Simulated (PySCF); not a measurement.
First SCF of a structure search on singlet Be₂S₂, at a hand-made trans-bent X-M-M-X geometry. PySCF input:

```python
from pyscf import gto, scf, dft
mol = gto.M(atom='''
Be     0.000000     0.000000     1.020000
Be     0.000000     0.000000    -1.020000
S      1.640000     0.000000     2.250000
S     -1.640000     0.000000    -2.250000''',
    basis={'Be': 'def2-TZVP', 'S': 'def2-TZVP'},
    charge=0, spin=0)
mf = dft.RKS(mol, xc='PBE0')
mf.grids.atom_grid = (50, 194)
aux = {'Be': 'def2-universal-JKFIT', 'S': 'def2-universal-JKFIT'}
mf = mf.density_fit(auxbasis=aux)
mf.conv_tol = 1e-08
mf.diis_space = 10
mf.max_cycle = 60
mf.init_guess = 'minao'
mf.verbose = 4
mf.kernel()
```

Excerpt of the output (cycles and frontier levels):

```
init E= -825.575637768896
  HOMO = -0.297195757788367  LUMO = -0.256129046988239  gap/eV = 1.11748
cycle= 1 E= -825.315801041855  delta_E= 0.26  |g|= 0.537  |ddm|= 1.94
  HOMO = -0.211934386627991  LUMO = -0.188870616421816  gap/eV = 0.62760
cycle= 2 E= -823.521915475102  delta_E= 1.79  |g|= 2.13  |ddm|= 2.26
  HOMO = -0.252779021214075  LUMO = -0.2100498875431  gap/eV = 1.16272
cycle= 3 E= -825.444582438889  delta_E= -1.92  |g|= 0.28  |ddm|= 1.61
  HOMO = -0.268166858725802  LUMO = -0.214679469404462  gap/eV = 1.45547
cycle= 4 E= -825.471826460453  delta_E= -0.0272  |g|= 0.0997  |ddm|= 0.162
  HOMO = -0.270155356832712  LUMO = -0.211403388209092  gap/eV = 1.59872
cycle= 5 E= -825.476417670282  delta_E= -0.00459  |g|= 0.0107  |ddm|= 0.0909
  HOMO = -0.271520983469501  LUMO = -0.212327314741902  gap/eV = 1.61074
cycle= 6 E= -825.476469524473  delta_E= -5.19e-05  |g|= 0.00407  |ddm|= 0.0159
  HOMO = -0.271358058028257  LUMO = -0.211994886690018  gap/eV = 1.61535
cycle= 7 E= -825.476481676693  delta_E= -1.22e-05  |g|= 0.0011  |ddm|= 0.00844
  HOMO = -0.271363453308013  LUMO = -0.21197575153861  gap/eV = 1.61602
cycle= 8 E= -825.476483192223  delta_E= -1.52e-06  |g|= 0.00048  |ddm|= 0.00375
  HOMO = -0.27136594955237  LUMO = -0.211980033714664  gap/eV = 1.61597
cycle= 9 E= -825.476483380522  delta_E= -1.88e-07  |g|= 0.000209  |ddm|= 0.00139
  HOMO = -0.271372036036192  LUMO = -0.211983945283691  gap/eV = 1.61603
cycle= 10 E= -825.476483401398  delta_E= -2.09e-08  |g|= 7.47e-05  |ddm|= 0.000301
  HOMO = -0.271375657380079  LUMO = -0.211984769646801  gap/eV = 1.61611
cycle= 11 E= -825.476483404433  delta_E= -3.03e-09  |g|= 3.93e-06  |ddm|= 0.00013
  HOMO = -0.271374899916669  LUMO = -0.211984405852654  gap/eV = 1.61610
Extra cycle  E= -825.476483404409  delta_E= 2.36e-11  |g|= 8.78e-06  |ddm|= 1.2e-05
converged SCF energy = -825.476483404409
```

No lower solution of this spin was found by a stability analysis within the restricted form, which does not test spin polarisation.

The search for the lowest solution, with the stability check, took 5.2 s on 2 threads of a shared Arm Neoverse V1 host, with 112 basis functions. Launch command: `OMP_NUM_THREADS=2 python axn.py task.json out`.
